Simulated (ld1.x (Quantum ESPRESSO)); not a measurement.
**Ni: one change to a TM potential, before and after**

ld1.x (Quantum ESPRESSO) 7.5 input, shortened:

```
&input
   title='Ni', zed=28., rel=1, dft='PZ', iswitch=3,
   config='[Ar] 3d8 4s2 4p0'
 /
 &inputp
   pseudotype=2, tm=.true., lloc=-1, rcloc=0.70,
   nlcc=.true., rcore=0.65
 /
3
4S  1  0   2.00   0.00  2.15  2.15  0.0
3P  2  1   6.00   0.00  0.80  0.80  0.0
3D  3  2   8.00   0.00  1.00  1.00  0.0
 &test
   configts(1)='3p6 3d8 4s2 4p0'
 /
```

Change: core correction a·sin(br)/r model core inside 0.84 bohr.

Cutoffs: the cutoffs (Ry, on a coarse ladder) from which the occupation-weighted sum of valence levels, in a spherical-Bessel basis at the reference potential, stays within 10 and 1 mRy of its value at 400 Ry; they do not see the model core or the augmentation charge, which bear on the density cutoff. Errors are all-electron minus pseudo energies relative to the spin-unpolarised reference configuration.

Question: Predict the effect on cutoff, ghosts and configuration errors.

Answer: Both files keep a bound ghost (s); of the 9 tests that both files solve, the error grows in 2 and shrinks in 0 by more than 15 % and 0.3 meV (median size 42.1 → 42.0 meV). A wider model core is smoother and lowers the density cutoff, which this test does not measure.

```csv
quantity,base,changed
"cutoff, loose",230 Ry,230 Ry
"cutoff, tight",over 300 Ry,over 300 Ry
bound ghosts,s,s
"error for 3p6 3d8 4s1 4p0, meV [ΔE 9.60 eV]",-5.4,-5.4
"error for 3p6 3d8 4s0 4p0, meV [ΔE 27.26 eV]",-42,-42
"error for 3p6 3d7 4s0 4p0, meV [ΔE 65.06 eV]",+47,+47
"error for 3p5 3d8 4s2 4p0, meV [ΔE 79.42 eV]",-6.1,-5.7
"error for 3p6 3d8 4s0 4p1, meV [ΔE 15.37 eV]",-10,-10
"error for 3p6 3d9 4s0 4p0, meV [ΔE 6.56 eV]",-109,-109
"error for 3p6 3d8.5 4s1.5 4p0, meV [ΔE -1.20 eV]",-12,-12
"error for 3p6 3d8 4s2 4p0 (spin-polarised), meV [ΔE -0.91 eV]",+86,+109
"error for 3p6 3d8 4s1 4p0 (spin-polarised), meV [ΔE 8.23 eV]",+65,+87
s: phases at 2.34 bohr within 0.05 rad from the reference energy up to (Ry; the scan ends near 5),1.8,1.8
p: phases at 2.34 bohr within 0.05 rad from the reference energy up to (Ry; the scan ends near 5),to the end of the scan,to the end of the scan
d: phases at 2.34 bohr within 0.05 rad from the reference energy up to (Ry; the scan ends near 5),to the end of the scan,to the end of the scan
```

Base: These tests converged, but a pseudo level misses the all-electron one widely, so the file describes the atom poorly there or has found another state: 3p6 3d7 4s0 4p0: empty 4s by 3.7 eV (a node warning on the way). A true bound ghost makes a file unfit for plane-wave use even where its test errors are small: the radial tests pick states by their node count and pass the ghost by.
